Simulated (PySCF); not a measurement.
Rigid-rotor lines calculated for a species of formula H7OPSi2 (commonest isotopes; PySCF, PBE0-D3(BJ)/def2-SVP geometry optimisation, gas phase), labelled J(Ka,Kc):

```json
{"transition": "2(1,2) ← 1(1,1)", "MHz": "4738.3"}
{"transition": "1(1,1) ← 0(0,0)", "MHz": "9959.4"}
{"transition": "1(0,1) ← 0(0,0)", "MHz": "2427.7"}
{"transition": "2(0,2) ← 1(0,1)", "MHz": "4854.0"}
{"transition": "2(1,1) ← 1(1,0)", "MHz": "4972.4"}
```

**Question.** Find the rotational constants.

**Answer.** 1(0,1) ← 0(0,0) is B + C, 2(1,1) ← 1(1,0) is 3B + C and 2(1,2) ← 1(1,1) is B + 3C, so B − C is half the difference of the last two, 117.0 MHz. 1(1,1) ← 0(0,0) is A + C. A = 8804.1, B = 1272.4, C = 1155.3 MHz.

**Question.** What moments of inertia, asymmetry and inertial defect follow?

**Answer.** I = 505379 MHz·u·Å² over each constant: Ia = 57.40, Ib = 397.19, Ic = 437.44 u·Å²; κ = (2B − A − C)/(A − C) = -0.969 (near-prolate asymmetric top); Δ = Ic − Ia − Ib = -17.16 u·Å².

**Question.** Which dipole components do these lines need?

**Answer.** μa and μb (a-type: ΔKa even, ΔKc odd; b-type: both odd). The calculation gives |μa| = 0.61 D, |μb| = 0.29 D, |μc| = 1.09 D.

**Question.** Predict further lines from these constants: 3(3,0) ← 2(2,1); 2(1,1) ← 2(1,2); 2(1,2) ← 2(0,2); 3(2,2) ← 2(1,1); 3(2,2) ← 3(1,2); 3(1,2) ← 3(0,3); 2(1,2) ← 1(0,1); 3(2,2) ← 3(1,3); 3(2,2) ← 2(2,1); 2(2,0) ← 2(1,1); 2(2,1) ← 1(1,0); 2(1,1) ← 2(0,2); 3(2,1) ← 2(2,0).

**Answer.** 
```json
{"transition": "2(1,1) ← 2(1,2)", "MHz": "351", "type": "a", "branch": "Q"}
{"transition": "3(2,2) ← 2(2,1)", "MHz": "7283", "type": "a", "branch": "R"}
{"transition": "3(2,1) ← 2(2,0)", "MHz": "7288", "type": "a", "branch": "R"}
{"transition": "2(1,2) ← 2(0,2)", "MHz": "7416", "type": "c", "branch": "Q"}
{"transition": "2(1,1) ← 2(0,2)", "MHz": "7767", "type": "b", "branch": "Q"}
{"transition": "3(1,2) ← 3(0,3)", "MHz": "7947", "type": "b", "branch": "Q"}
{"transition": "2(1,2) ← 1(0,1)", "MHz": "12270", "type": "b", "branch": "R"}
{"transition": "3(2,2) ← 3(1,2)", "MHz": "22420", "type": "c", "branch": "Q"}
{"transition": "2(2,0) ← 2(1,1)", "MHz": "22596", "type": "b", "branch": "Q"}
{"transition": "3(2,2) ← 3(1,3)", "MHz": "23123", "type": "b", "branch": "Q"}
{"transition": "2(2,1) ← 1(1,0)", "MHz": "27568", "type": "b", "branch": "R"}
{"transition": "3(2,2) ← 2(1,1)", "MHz": "29878", "type": "b", "branch": "R"}
{"transition": "3(3,0) ← 2(2,1)", "MHz": "45235", "type": "b", "branch": "R"}
```

**Question.** Which structure gave them?

**Answer.** `O[SiH2][SiH2]P`. Three constants can't fix a structure by themselves; this is the one that was computed:
```
atom  x, y, z in Å
O1    -2.622   -0.143    0.489
Si2   -1.142    0.253   -0.181
Si3    0.697   -0.031    1.248
P4     2.615    0.466    0.128
H5    -2.872    0.335    1.285
H6    -0.968   -0.645   -1.358
H7    -1.104    1.675   -0.662
H8     0.621    0.875    2.438
H9     0.809   -1.437    1.747
H10    2.088    1.679   -0.418
H11    2.250   -0.306   -1.020
```

The values belong to one conformer with, in the numbering `[OH:1][SiH2:2][SiH2:3][PH2:4]`, H–O1–Si2–Si3 58°, O1–Si2–Si3–P4 177°, Si2–Si3–P4–H 47° and -47°. Stationary, but not proved a minimum. These are rigid-rotor constants of the computed structure; measured ground-state constants (B0) also hold zero-point vibration.
